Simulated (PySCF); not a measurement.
## Electron correlation in Sn (tin, neutral)

[Kr] 4d10 5s1 5p3, high-spin 5S determinant (an excited configuration). Computed with PySCF 2.14 in x2c-TZVPPall (8s6p4d2f, 60 functions), with the spin-free X2C one-electron Hamiltonian (Gaussian nucleus). Frozen: [Kr] 4d10; 4 electrons correlated.

```tsv
level	correlation energy (mhartree)
CCSD	-20.26
(T)	-0.27
CCSD(T)	-20.53
CCSDT	-20.62
```

Diagnostics: T1 = 0.0022, D1 = 0.0049, largest double amplitude 0.057.

Task: Is a single reference adequate?

Result: Yes, within this model without spin-orbit coupling: T1 lies below 0.03 and no double amplitude reaches 0.07.
